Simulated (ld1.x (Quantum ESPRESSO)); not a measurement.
# Before and after: RRKJ potential for V

ld1.x (Quantum ESPRESSO) 7.5 input, shortened:

```
&input
   title='V', zed=23., rel=1, dft='PW91', iswitch=3,
   config='[Ar] 3d4 4s1 4p0 4f-2'
 /
 &inputp
   pseudotype=2, tm=.false., rho0=0.005, lloc=0,
   nlcc=.false.
 /
4
4P  2  1   0.00   0.00  2.70  2.70  0.0
3D  3  2   4.00   0.00  1.75  1.75  0.0
4F  4  3  -2.00   0.25  2.45  2.45  0.0
4S  1  0   1.00   0.00  2.15  2.15  0.0
 &test
   configts(1)='3d4 4s1 4p0'
 /
```

All-electron outer shells of the reference configuration (PW91, scalar-relativistic, ld1.x):

| shell | level (eV) | outermost node (bohr) | outermost maximum (bohr) |
| --- | --- | --- | --- |
| 3s | -66.57 | 0.38 | 0.82 |
| 3p | -40.56 | 0.35 | 0.85 |
| 4s | -3.91 | 1.18 | 2.90 |
| 3d | -2.48 | – | 0.92 |
| 4p | -1.09 | 1.32 | 4.01 |

Change: core correction a·sin(br)/r model core inside 1.00 bohr.

Cutoffs: the cutoffs (Ry, on a coarse ladder) from which the occupation-weighted sum of valence levels, in a spherical-Bessel basis at the reference potential, stays within 10 and 1 mRy of its value at 400 Ry; they do not see the model core or the augmentation charge, which bear on the density cutoff. Errors are all-electron minus pseudo energies relative to the spin-unpolarised reference configuration.

**Question.** What does the change do?

**Answer.** The potential gets neither clearly harder nor softer (50 Ry and 70 Ry → 50 Ry and 70 Ry); of the 7 tests that both files solve, the error grows in 6 and shrinks in 1 by more than 15 % and 0.3 meV (median size 91.8 → 156.5 meV); neither file shows a bound ghost. A model core, the more so a compact one, raises the density cutoff, which this test does not measure.

```tsv
quantity	base	changed
cutoff, loose	50 Ry	50 Ry
cutoff, tight	70 Ry	70 Ry
bound ghosts	none	none
error for 3d3 4s2 4p0, meV [ΔE -0.57 eV]	-92	-156
error for 3d3 4s1 4p0, meV [ΔE 7.22 eV]	-93	-144
error for 3d3 4s0 4p0, meV [ΔE 21.54 eV]	-33	-216
error for 3d4 4s0 4p0, meV [ΔE 6.64 eV]	+19	-15
error for 3d3 4s0 4p1, meV [ΔE 11.33 eV]	-136	-212
error for 3d3 4s1 4p1, meV [ΔE 2.79 eV]	-125	-184
error for 3d3.5 4s1.5 4p0, meV [ΔE -0.52 eV]	-21	-33
s: phases at 2.95 bohr within 0.05 rad from the reference energy up to (Ry; the scan ends near 5)	1.6	1.6
p: phases at 2.95 bohr within 0.05 rad from the reference energy up to (Ry; the scan ends near 5)	4.2	4.2
d: phases at 2.95 bohr within 0.05 rad from the reference energy up to (Ry; the scan ends near 5)	0.6	0.6
f: phases at 2.95 bohr within 0.05 rad from the reference energy up to (Ry; the scan ends near 5)	4.8	4.8
```
